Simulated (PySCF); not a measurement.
Species: C8H11NO.
Numbering: `[cH:1]1[cH:2][o:3][c:4]([N:5]2[CH2:6][CH2:7][CH2:8][CH2:9]2)[cH:10]1` (hydrogens: H11 on C1; H12 on C2; H13, H14 on C6; H15, H16 on C7; H17, H18 on C8; H19, H20 on C9; H21 on C10)

The same species was optimised twice, with GFN2-xTB and with PBE0-D3(BJ)/def2-SVP (PySCF), and the same property calculations (PySCF, gas phase) were run on both structures.

```json
{"coordinate": "C1–C10 (Å)", "GFN2-xTB": "1.419", "PBE0-D3(BJ)/def2-SVP": "1.434", "change": "+0.015"}
{"coordinate": "C4–N5 (Å)", "GFN2-xTB": "1.366", "PBE0-D3(BJ)/def2-SVP": "1.356", "change": "-0.010"}
{"coordinate": "N5–C9 (Å)", "GFN2-xTB": "1.453", "PBE0-D3(BJ)/def2-SVP": "1.444", "change": "-0.009"}
{"coordinate": "C4–C10 (Å)", "GFN2-xTB": "1.370", "PBE0-D3(BJ)/def2-SVP": "1.377", "change": "+0.007"}
{"coordinate": "C2–O3 (Å)", "GFN2-xTB": "1.363", "PBE0-D3(BJ)/def2-SVP": "1.369", "change": "+0.006"}
{"coordinate": "N5–C6 (Å)", "GFN2-xTB": "1.451", "PBE0-D3(BJ)/def2-SVP": "1.447", "change": "-0.004"}
{"coordinate": "O3–C4 (Å)", "GFN2-xTB": "1.349", "PBE0-D3(BJ)/def2-SVP": "1.345", "change": "-0.004"}
{"coordinate": "C1–C2 (Å)", "GFN2-xTB": "1.355", "PBE0-D3(BJ)/def2-SVP": "1.358", "change": "+0.003"}
{"coordinate": "C8–C9 (Å)", "GFN2-xTB": "1.530", "PBE0-D3(BJ)/def2-SVP": "1.528", "change": "-0.002"}
{"coordinate": "C6–C7 (Å)", "GFN2-xTB": "1.524", "PBE0-D3(BJ)/def2-SVP": "1.525", "change": "+0.001"}
{"coordinate": "C7–C8 (Å)", "GFN2-xTB": "1.528", "PBE0-D3(BJ)/def2-SVP": "1.527", "change": "-0.001"}
{"coordinate": "C4–N5–C6 (°)", "GFN2-xTB": "119.9", "PBE0-D3(BJ)/def2-SVP": "124.1", "change": "+4.2"}
{"coordinate": "C6–N5–C9 (°)", "GFN2-xTB": "111.6", "PBE0-D3(BJ)/def2-SVP": "113.8", "change": "+2.2"}
{"coordinate": "N5–C4–C10 (°)", "GFN2-xTB": "131.2", "PBE0-D3(BJ)/def2-SVP": "132.8", "change": "+1.6"}
{"coordinate": "O3–C4–N5 (°)", "GFN2-xTB": "118.0", "PBE0-D3(BJ)/def2-SVP": "116.5", "change": "-1.5"}
{"coordinate": "N5–C9–C8 (°)", "GFN2-xTB": "104.7", "PBE0-D3(BJ)/def2-SVP": "103.2", "change": "-1.5"}
{"coordinate": "C4–N5–C9 (°)", "GFN2-xTB": "120.4", "PBE0-D3(BJ)/def2-SVP": "121.8", "change": "+1.4"}
{"coordinate": "C2–O3–C4 (°)", "GFN2-xTB": "106.7", "PBE0-D3(BJ)/def2-SVP": "107.5", "change": "+0.8"}
{"coordinate": "N5–C6–C7 (°)", "GFN2-xTB": "103.2", "PBE0-D3(BJ)/def2-SVP": "102.4", "change": "-0.8"}
{"coordinate": "O3–C4–N5–C6 (°)", "GFN2-xTB": "13", "PBE0-D3(BJ)/def2-SVP": "2", "change": "-11"}
```

Rotational constants: A = 3887, B = 865.7, C = 733.3 MHz (GFN2-xTB) against A = 3927, B = 854.9, C = 720.1 MHz (PBE0-D3(BJ)/def2-SVP). Point groups within 0.08 Å: C1 and C1.

On the GFN2-xTB structure: HOMO (eV) -5.05 [PBE0/pcSseg-1]; LUMO (eV) 0.99 [PBE0/pcSseg-1]; dipole (D) 2.06 [PBE0/pcSseg-1]; GIAO shielding of C1 (ppm) 68.1 [PBE0/pcSseg-1]; GIAO shielding of C2 (ppm) 50.7 [PBE0/pcSseg-1]; GIAO shielding of O3 (ppm) 64.3 [PBE0/pcSseg-1]; GIAO shielding of C4 (ppm) 23.3 [PBE0/pcSseg-1]; GIAO shielding of N5 (ppm) 180.5 [PBE0/pcSseg-1]; GIAO shielding of C6/C9 (mean) (ppm) 135.2 [PBE0/pcSseg-1]; GIAO shielding of C7/C8 (mean) (ppm) 157.4 [PBE0/pcSseg-1]; GIAO shielding of C10 (ppm) 101.1 [PBE0/pcSseg-1].

What do these properties become on the PBE0-D3(BJ)/def2-SVP structure?

```
                                    property          level  on GFN2-xTB  on PBE0-D3(BJ)/def2-SVP  change
                                   HOMO (eV)  PBE0/pcSseg-1        -5.05                    -4.97   +0.08
                                   LUMO (eV)  PBE0/pcSseg-1         0.99                     1.04   +0.05
                                  dipole (D)  PBE0/pcSseg-1         2.06                     2.19   +0.13
energy, GFN2-xTB geometry as zero (kcal/mol)  PBE0/pcSseg-1          0.0                     -1.2    -1.2
                  GIAO shielding of C1 (ppm)  PBE0/pcSseg-1         68.1                     66.4    -1.7
                  GIAO shielding of C2 (ppm)  PBE0/pcSseg-1         50.7                     49.9    -0.8
                  GIAO shielding of O3 (ppm)  PBE0/pcSseg-1         64.3                     64.6    +0.3
                  GIAO shielding of C4 (ppm)  PBE0/pcSseg-1         23.3                     26.3    +3.0
                  GIAO shielding of N5 (ppm)  PBE0/pcSseg-1        180.5                    180.9    +0.4
        GIAO shielding of C6/C9 (mean) (ppm)  PBE0/pcSseg-1        135.2                    136.9    +1.7
        GIAO shielding of C7/C8 (mean) (ppm)  PBE0/pcSseg-1        157.4                    155.8    -1.6
                 GIAO shielding of C10 (ppm)  PBE0/pcSseg-1        101.1                    103.3    +2.2
```

The heavy atoms differ by 0.139 Å rms after alignment. Among bonds between heavy atoms C1–C10 changes most (+0.015 Å). Changes are differences of the printed values. Neither structure is proved a minimum here.
